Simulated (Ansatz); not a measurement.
Ga2P3. Total charge 0; doublet. Geometry PBE-D4/def2-SVP, basis def2-TZVP, Ansatz.

```xyz
5

Ga    1.020    0.279    1.648
Ga   -0.917    1.653   -1.719
P     1.107    0.403   -0.840
P    -0.809   -0.548   -0.361
P    -0.401   -1.787    1.272
```

```csv
run,HOMO (eV),LUMO (eV)
A,-5.85,-3.51
B,-6.45,-2.63
C,-5.02,-4.23
D,-5.48,-3.87
E,-5.30,-4.12
```

HSE06 is defined as in plane-wave codes, on full-range PBE exchange. Another isomer (doublet) lies 1.05 eV lower at PBE0-D4/def2-TZVP; other spin states weren't run for this one.

HOMO and LUMO are taken over both spins.

Task: The runs used BHLYP, HSE06, PBE, PBE0, r2SCAN. Estimate which is which.

Result: A PBE0 (25 % exact exchange); B BHLYP (50 % exact exchange); C PBE (0 % exact exchange); D HSE06 (range-separated); E r2SCAN (0 % exact exchange). Exact exchange lowers occupied and raises empty levels; among semilocal functionals meta-GGAs tend to open the gap a little, and such runs are hard to tell apart. The gap grows from 0.79 eV (PBE) to 3.83 eV (BHLYP).
